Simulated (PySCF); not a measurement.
C3H12N2Si, SMILES CCN[SiH2]NC. Geometry: PBE-D3(BJ)/def2-SVP. One conformer was computed; it need not be the lowest.

Give the equilibrium geometry at PBE-D3(BJ)/def2-SVP (PySCF confirms it by a frequency run) as Cartesian coordinates in Å. (The exact figures need the calculation; the answer reports its results.)

This is not unique; one that fits is 
```xyz
18

C     -3.1379     0.2921     0.4633
C     -2.1558     0.2106    -0.7076
N     -0.7980     0.5719    -0.3353
Si     0.6540    -0.3474    -0.5925
N      1.6582    -0.1749     0.8167
C      3.1075    -0.1664     0.8525
H     -3.1856     1.3233     0.8733
H     -4.1646     0.0104     0.1501
H     -2.8233    -0.3813     1.2864
H     -2.5342     0.8418    -1.5482
H     -2.1349    -0.8280    -1.1024
H     -0.7010     1.5346    -0.0002
H      0.1191    -1.7207    -0.9412
H      1.5813     0.0768    -1.7114
H      1.2165    -0.3328     1.7262
H      3.5025     0.6050     1.5519
H      3.5015     0.0801    -0.1551
H      3.5623    -1.1427     1.1463
```
Charge 0, spin multiplicity 1.
